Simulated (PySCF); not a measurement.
## Predicted spectroscopic data

[PySCF: J: B3LYP/pcJ-1 (spin–dipole term left out of most H,H and C,H couplings); structure optimised with PBE0-D3(BJ)/def2-SVP; NMR shieldings at PBE0/pcSseg-1/GIAO; no relativistic terms; one averaged value for each set of equivalent atoms; one computed conformer; no solvent model]

References, each an isolated molecule treated in the same way: $^{1}$H (σ = 31.27 ppm) and $^{13}$C (σ = 184.41 ppm) against TMS. Multiplet labels drop J under 1 Hz and among equivalent protons, and merge close values. Unscaled 3J(H,H) run several per cent high. Where no couplings were computed, multiplicities follow the n + 1 count of equivalent neighbours, and m marks all less simple cases (inequivalent or close neighbours, rings, F or P nearby). One-bond C–F couplings are unscaled and too large by tens of Hz. Shifts are as computed. Against solution values, carbons near 30 ppm lie about +2 ppm off and those near 130 ppm about +5 ppm. Of 1211 compounds with measured shifts, 218 miss one by over three times the rms of a fit or turn the order of signals round; such compounds aren't used in these exercises.

Compound 1 (C8H7FO2). $^{1}$H NMR (500 MHz, computed): δ 7.72 (ddd, J = 8.5, 1.3, 1.2 Hz, 1H), 7.56 (ddd, J = 2.7, 1.2, 1.1 Hz, 1H), 7.51 (dd, J = 9.3, 8.5 Hz, 1H), 7.34 (dd, J = 9.3, 2.7 Hz, 1H), 3.77 (s, 3H). $^{13}$C{$^{1}$H} NMR (computed): δ 164.8 (C), 163.8 (C, d, J = 407.0 Hz), 135.0 (CH), 131.0 (C, d, J = 62.7 Hz), 130.2 (CH), 128.4 (CH), 116.5 (CH, d, J = 8.7 Hz), 54.4 (CH3). Structure: SMILES COc1cccc(C(=O)F)c1.

Compound 2 (C7H13N). $^{1}$H NMR (500 MHz, computed): δ 3.33 (m, 1H), 2.95 (m, 2H), 2.36 (m, 2H), 1.60 (m, 2H), 1.44 (m, 2H), 1.39 (m, 2H), 1.12 (m, 2H). $^{13}$C{$^{1}$H} NMR (computed): δ 65.5, 57.0, 34.7, 26.3. Structure: SMILES C1CC2CCCN2C1.
